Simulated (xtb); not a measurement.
S₈, charge +1, doublet, at a GFN2-xTB geometry (a state made from the parent by changing its charge; the spin is typed, not shown lowest); GFN1-xTB (xtb).

The xtb input:
```
$ xtb mol.xyz --gfn 1 --chrg 1 --uhf 1 --json

# file mol.xyz
8

S      1.76055882    -1.74117587     0.04334133
S      1.54071667    -0.06255941     1.20549792
S      1.91603607     1.56897282     0.01641017
S      0.13307178     1.97084334    -0.97062171
S     -1.35019835     1.70613216     0.43979299
S     -2.44338084     0.11263017    -0.26242959
S     -1.50382919    -1.56470609     0.46640432
S     -0.05297496    -1.99013712    -0.93839543
```

Question: Predict the main parts of the log of this xtb run.

Answer: 
```
   ID    Z sym.   atoms
    1   16 S      1-8

           -------------------------------------------------
          |                Calculation Setup                |
           -------------------------------------------------

           -------------------------------------------------
          |                 G F N 1 - x T B                 |
           -------------------------------------------------

          ...................................................
          :                      SETUP                      :
          :.................................................:
          :  # basis functions                  80          :
          :  # atomic orbitals                  72          :
          :  # shells                           24          :
          :  # electrons                        47          :
          :  # halogen bonds                     0          :
          :  max. iterations                   250          :
          :  Hamiltonian                  GFN1-xTB          :
          :  restarted?                      false          :
          :  GBSA solvation                  false          :
          :  PC potential                    false          :
          :  electronic temp.          300.0000000     K    :
          :  accuracy                    1.0000000          :
          :  -> integral cutoff          0.2500000E+02      :
          :  -> integral neglect         0.1000000E-07      :
          :  -> SCF convergence          0.1000000E-05 Eh   :
          :  -> wf. convergence          0.2000000E-04 e    :
          :  Broyden damping             0.4000000          :
          :  net charge                          1          :
          :  unpaired electrons                  1          :
          ...................................................

 iter      E             dE          RMSdq      gap      omega  full diag
   1    -29.1435095 -0.291435E+02  0.103E+00    2.68       0.0  T
   2    -29.1421107  0.139887E-02  0.794E-01    2.73       1.0  T
   3    -29.1449221 -0.281147E-02  0.531E-01    2.70       1.0  T
   4    -29.1451777 -0.255569E-03  0.338E-01    2.70       1.0  T
   5    -29.1466719 -0.149418E-02  0.256E-02    2.71       1.4  T
   6    -29.1466805 -0.861766E-05  0.653E-03    2.71       5.4  T
   7    -29.1466811 -0.638030E-06  0.196E-03    2.71      18.1  T
   8    -29.1466812 -0.435777E-07  0.629E-04    2.71      56.2  T
   9    -29.1466812 -0.193980E-08  0.247E-06    2.71   14310.6  T
  10    -29.1466812  0.152767E-12  0.381E-06    2.71    9269.3  T

   *** convergence criteria satisfied after 10 iterations ***

         :::::::::::::::::::::::::::::::::::::::::::::::::::::
         ::                     SUMMARY                     ::
         :::::::::::::::::::::::::::::::::::::::::::::::::::::
         :: total energy             -29.111573405876 Eh    ::
         :: gradient norm              0.037008329876 Eh/a0 ::
         :: HOMO-LUMO gap              2.713021125193 eV    ::
         ::.................................................::
         :: SCC energy               -29.146681193686 Eh    ::
         :: -> electrostatic           0.104488222257 Eh    ::
         :: repulsion energy           0.045499519689 Eh    ::
         :: dispersion energy         -0.010391731879 Eh    ::
         :: halogen bond corr.         0.000000000000 Eh    ::
         :: add. restraining           0.000000000000 Eh    ::
         :: total charge               1.000000000061 e     ::
         :::::::::::::::::::::::::::::::::::::::::::::::::::::

           -------------------------------------------------
          |                Property Printout                |
           -------------------------------------------------

    * Orbital Energies and Occupations

         #    Occupation            Energy/Eh            Energy/eV
      -------------------------------------------------------------
         1        2.0000           -1.1410999             -31.0509
       ...           ...                  ...                  ...
        12        2.0000           -0.7418560             -20.1869
        13        2.0000           -0.7409980             -20.1636
        14        2.0000           -0.7296278             -19.8542
        15        2.0000           -0.7220624             -19.6483
        16        2.0000           -0.7109679             -19.3464
        17        2.0000           -0.6823805             -18.5685
        18        2.0000           -0.6698553             -18.2277
        19        2.0000           -0.6518179             -17.7369
        20        2.0000           -0.6415209             -17.4567
        21        2.0000           -0.6411058             -17.4454
        22        2.0000           -0.6279262             -17.0867
        23        2.0000           -0.6249882             -17.0068
        24        1.0000           -0.6027235             -16.4009 (HOMO)
        25                         -0.5030218             -13.6879 (LUMO)
        26                         -0.4942496             -13.4492
        27                         -0.4918078             -13.3828
        28                         -0.4792214             -13.0403
        29                         -0.4705293             -12.8038
        30                         -0.4608387             -12.5401
        31                         -0.4573038             -12.4439
        32                         -0.4489163             -12.2156
        33                         -0.2995890              -8.1522
        34                         -0.2988563              -8.1323
        35                         -0.2943564              -8.0098
       ...                                ...                  ...
        72                          0.1695686               4.6142
      -------------------------------------------------------------
                  HL-Gap            0.0997017 Eh            2.7130 eV
             Fermi-level           -0.5833537 Eh          -15.8739 eV

  Mulliken/CM5 charges         n(s)   n(p)   n(d)
     1S     0.13877  0.13877   1.955  3.841  0.065
     2S     0.10118  0.10118   1.952  3.876  0.071
     3S     0.13877  0.13877   1.955  3.841  0.065
     4S     0.13180  0.13180   1.956  3.847  0.065
     5S     0.12137  0.12137   1.954  3.857  0.067
     6S     0.11494  0.11494   1.952  3.868  0.065
     7S     0.12137  0.12137   1.954  3.857  0.067
     8S     0.13180  0.13180   1.956  3.847  0.065

Wiberg/Mayer (AO) data.
largest (>0.10) Wiberg bond orders for each atom

 ---------------------------------------------------------------------------
     #   Z sym  total        # sym  WBO       # sym  WBO       # sym  WBO
 ---------------------------------------------------------------------------
     1  16 S    2.571 --     2 S    1.119     8 S    1.117     3 S    0.119
     2  16 S    2.437 --     1 S    1.119     3 S    1.119
     3  16 S    2.571 --     2 S    1.119     4 S    1.117     1 S    0.119
     4  16 S    2.601 --     5 S    1.141     3 S    1.117
     5  16 S    2.527 --     4 S    1.141     6 S    1.113
     6  16 S    2.426 --     5 S    1.113     7 S    1.113
     7  16 S    2.527 --     8 S    1.141     6 S    1.113
     8  16 S    2.601 --     7 S    1.141     1 S    1.117
 ---------------------------------------------------------------------------

Topologies differ in total number of bonds
Writing topology from bond orders to xtbtopo.mol

 dipole moment from electron density (au)
     X       Y       Z
   0.1060  -0.0057  -0.0879  total (Debye):    0.350

           -------------------------------------------------
          | TOTAL ENERGY              -29.111573405876 Eh   |
          | GRADIENT NORM               0.037008329876 Eh/α |
          | HOMO-LUMO GAP               2.713021125193 eV   |
           -------------------------------------------------

normal termination of xtb
```
